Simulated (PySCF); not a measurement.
C3H8Si2, SMILES C=C1C[SiH2][SiH2]1.

The structure is a stationary point at B3LYP-D3(BJ)/def2-SVP. The structure was generated by enumeration, and PubChem lists no compound with its InChIKey, so it may never have been made.

Calculation: B3LYP-D3(BJ)/def2-SVP (PySCF 2.14.0).

Frequencies are harmonic and unscaled.

```json
[
 {"mode": "1", "ν (cm⁻¹)": "88", "IR (km/mol)": "0.6", "moving atoms (share of kinetic energy)": "C 46 %, H 34 %, Si 20 %"},
 {"mode": "2", "ν (cm⁻¹)": "258", "IR (km/mol)": "0.3", "moving atoms (share of kinetic energy)": "C 49 %, H 45 %"},
 {"mode": "3", "ν (cm⁻¹)": "315", "IR (km/mol)": "1.5", "moving atoms (share of kinetic energy)": "H 41 %, Si 34 %, C 25 %"},
 {"mode": "4", "ν (cm⁻¹)": "353", "IR (km/mol)": "13.1", "moving atoms (share of kinetic energy)": "H 74 %, C 23 %"},
 {"mode": "5", "ν (cm⁻¹)": "414", "IR (km/mol)": "1.9", "moving atoms (share of kinetic energy)": "Si 67 %, H 28 %"},
 {"mode": "6", "ν (cm⁻¹)": "434", "IR (km/mol)": "6.0", "moving atoms (share of kinetic energy)": "H 44 %, Si 29 %, C 27 %"},
 {"mode": "7", "ν (cm⁻¹)": "499", "IR (km/mol)": "1.8", "moving atoms (share of kinetic energy)": "H 61 %, Si 23 %, C 16 %"},
 {"mode": "8", "ν (cm⁻¹)": "593", "IR (km/mol)": "7.2", "moving atoms (share of kinetic energy)": "H 59 %, C 24 %, Si 17 %"},
 {"mode": "9", "ν (cm⁻¹)": "619", "IR (km/mol)": "2.4", "moving atoms (share of kinetic energy)": "H 71 %, C 16 %, Si 13 %"},
 {"mode": "10", "ν (cm⁻¹)": "626", "IR (km/mol)": "12.9", "moving atoms (share of kinetic energy)": "H 51 %, C 31 %, Si 18 %"},
 {"mode": "11", "ν (cm⁻¹)": "658", "IR (km/mol)": "40.9", "moving atoms (share of kinetic energy)": "H 73 %, C 22 %"},
 {"mode": "12", "ν (cm⁻¹)": "694", "IR (km/mol)": "50.2", "moving atoms (share of kinetic energy)": "H 85 %, Si 8 %"},
 {"mode": "13", "ν (cm⁻¹)": "711", "IR (km/mol)": "79.9", "moving atoms (share of kinetic energy)": "H 59 %, C 28 %, Si 13 %"},
 {"mode": "14", "ν (cm⁻¹)": "779", "IR (km/mol)": "100.0", "moving atoms (share of kinetic energy)": "H 78 %, Si 14 %"},
 {"mode": "15", "ν (cm⁻¹)": "831", "IR (km/mol)": "42.9", "moving atoms (share of kinetic energy)": "H 67 %, C 29 %"},
 {"mode": "16", "ν (cm⁻¹)": "913", "IR (km/mol)": "38.2", "moving atoms (share of kinetic energy)": "H 51 %, C 49 %"},
 {"mode": "17", "ν (cm⁻¹)": "939", "IR (km/mol)": "71.4", "moving atoms (share of kinetic energy)": "H 88 %, C 9 %"},
 {"mode": "18", "ν (cm⁻¹)": "941", "IR (km/mol)": "68.7", "moving atoms (share of kinetic energy)": "H 75 %, C 24 %"},
 {"mode": "19", "ν (cm⁻¹)": "943", "IR (km/mol)": "80.2", "moving atoms (share of kinetic energy)": "H 93 %"},
 {"mode": "20", "ν (cm⁻¹)": "1074", "IR (km/mol)": "4.2", "moving atoms (share of kinetic energy)": "H 81 %, C 19 %"},
 {"mode": "21", "ν (cm⁻¹)": "1121", "IR (km/mol)": "4.0", "moving atoms (share of kinetic energy)": "H 68 %, C 32 %"},
 {"mode": "22", "ν (cm⁻¹)": "1174", "IR (km/mol)": "1.7", "moving atoms (share of kinetic energy)": "C 55 %, H 45 %"},
 {"mode": "23", "ν (cm⁻¹)": "1402", "IR (km/mol)": "6.5", "moving atoms (share of kinetic energy)": "H 91 %, C 9 %"},
 {"mode": "24", "ν (cm⁻¹)": "1424", "IR (km/mol)": "4.3", "moving atoms (share of kinetic energy)": "H 86 %, C 14 %"},
 {"mode": "25", "ν (cm⁻¹)": "1691", "IR (km/mol)": "0.5", "moving atoms (share of kinetic energy)": "C 90 %, H 10 %"},
 {"mode": "26", "ν (cm⁻¹)": "2196", "IR (km/mol)": "105.6", "moving atoms (share of kinetic energy)": "H 97 %"},
 {"mode": "27", "ν (cm⁻¹)": "2208", "IR (km/mol)": "128.0", "moving atoms (share of kinetic energy)": "H 98 %"},
 {"mode": "28", "ν (cm⁻¹)": "2217", "IR (km/mol)": "50.1", "moving atoms (share of kinetic energy)": "H 96 %"},
 {"mode": "29", "ν (cm⁻¹)": "2223", "IR (km/mol)": "169.2", "moving atoms (share of kinetic energy)": "H 96 %"},
 {"mode": "30", "ν (cm⁻¹)": "3016", "IR (km/mol)": "9.3", "moving atoms (share of kinetic energy)": "H 94 %"},
 {"mode": "31", "ν (cm⁻¹)": "3091", "IR (km/mol)": "8.2", "moving atoms (share of kinetic energy)": "H 91 %, C 9 %"},
 {"mode": "32", "ν (cm⁻¹)": "3107", "IR (km/mol)": "16.3", "moving atoms (share of kinetic energy)": "H 94 %"},
 {"mode": "33", "ν (cm⁻¹)": "3203", "IR (km/mol)": "7.1", "moving atoms (share of kinetic energy)": "H 89 %, C 11 %"}
]
```
